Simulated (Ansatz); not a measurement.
Job for Ansatz (a quantum-chemistry and plane-wave program): R-CCSD(T)/aug-cc-pV(D+d)Z on SiH2 (SMILES [SiH2]). The basis file is the Basis Set Exchange's JSON of that set.

Ansatz 0.2 input:
```yaml
crystal:
  periodic: [false, false, false]
  atoms:
    - {symbol: Si, position_ang: [-0.00000000, -0.70866077, -0.00000000]}
    - {symbol: H, position_ang: [1.09125549, 0.35428038, -0.00000000]}
    - {symbol: H, position_ang: [-1.09125549, 0.35428038, 0.00000000]}
basis:
  gaussian:
    orbitals: aug-cc-pV_D+d_Z.json
magnetization: {spin_polarized: false}
correlation: {method: ccsd_t, electrons: outside_noble_gas}
scf: {lower_state_search: off}
```

It printed:

```
WARN ansatz: RAYON_NUM_THREADS=4 ignored (pool sized by the plan → 4); use --threads N
Functional definition: HF
these checks for a lower state are left out or cut short: stability, starts, cluster_reference, orbital_swaps, neighbouring_geometries, increment
integrals: 0.02 GiB planned
514 factors; integrals over basis functions are off by at most 8.3e-4 eV
mean field: 0.07 GiB planned
mean field evaluation 1: about -7891.5489 eV, gradient 7.4e0 eV
mean field evaluation 2: about -7891.5488 eV, gradient 7.4e0 eV
mean field evaluation 4: about -7891.9156 eV, gradient 4.7e-1 eV
mean field evaluation 8: about -7891.9179 eV, gradient 1.9e-4 eV
mean field -7891.91794788 eV, -290.0226352505 hartree, gradient 1.5e-6 eV, S^2 0.000000; 0 other end points of the search recorded, 0 dependent functions left out
5 core orbitals not correlated
reference -7891.91794788 eV, -290.0226352505 hartree; 3, 3 occupied and 42, 42 virtual orbitals, 514 factors
second order -2.53212472 eV of doubles, -0.00000000 eV of singles
coupled cluster: 0.09 GiB planned
cycle   1  -3.07951039 eV  change   -5.5e-1 eV  update   6.5e-2
cycle   2  -3.32214922 eV  change   -2.4e-1 eV  update   2.8e-2
cycle   3  -3.33204057 eV  change   -9.9e-3 eV  update   9.0e-3
cycle   4  -3.33402100 eV  change   -2.0e-3 eV  update   3.0e-3
cycle   5  -3.33423583 eV  change   -2.1e-4 eV  update   1.2e-3
cycle   6  -3.33402653 eV  change    2.1e-4 eV  update   3.9e-4
cycle   7  -3.33417345 eV  change   -1.5e-4 eV  update   1.4e-4
cycle   8  -3.33419776 eV  change   -2.4e-5 eV  update   4.8e-5
cycle   9  -3.33416837 eV  change    2.9e-5 eV  update   1.5e-5
cycle  10  -3.33417405 eV  change   -5.7e-6 eV  update   4.7e-6
perturbative correction -0.07556052 eV, -0.0027767977 hartree
Total energy: -7895.32768245 eV, -290.1479406847 hartree
Checks for a lower state left out: stability, starts, cluster_reference, orbital_swaps, neighbouring_geometries, increment
```

The calculation finished and met its thresholds.

Cost: very roughly 0.4 core-seconds.
